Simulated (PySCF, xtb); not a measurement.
C₂H₃F₃O, SMILES FC(F)(CO)F.

GFN2-xTB run with xtb at its own geometry gives an orbital gap of 12.07 eV and a dipole moment of 2.22 D.

Geometry optimised at B3LYP-D3(BJ)/def2-SVP. The values are those of a single conformer.

What does ωB97X/def2-TZVP in PySCF give? (The exact figures need the calculation; the answer reports its results.)

gap 14.44 eV (levels -11.38 and 3.05 eV), dipole 1.66 D.
